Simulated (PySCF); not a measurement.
BBr₃, SMILES Br[B-](Br)Br, charge -1, multiplicity 2. Geometry optimised at r2SCAN-D4/def2-SVPD.

Method: r2SCAN-D4/def2-SVPD in PySCF 2.14.0.

Harmonic wavenumbers (cm⁻¹): 128, 128, 194, 406, 587, 587. Rotational constants (GHz): 1.105, 1.105, 0.5565; symmetry number 3.

Task: Work out the zero-point energy and the ideal-gas rigid-rotor harmonic-oscillator thermochemistry at 298.15 K and 1 atm.

Result: ZPE = ½ Σ hcν = ½ × 2029 cm⁻¹ = 12.14 kJ/mol. H − E(el) = 28.81 kJ/mol. Entropy in J/(mol K): translation 177.63, rotation 118.63, vibration 42.00, spin 5.76, total 344.03. G − E(el) = -73.76 kJ/mol. Cp = 72.07 J/(mol K). Modes under 150 cm⁻¹ make the vibrational entropy uncertain.
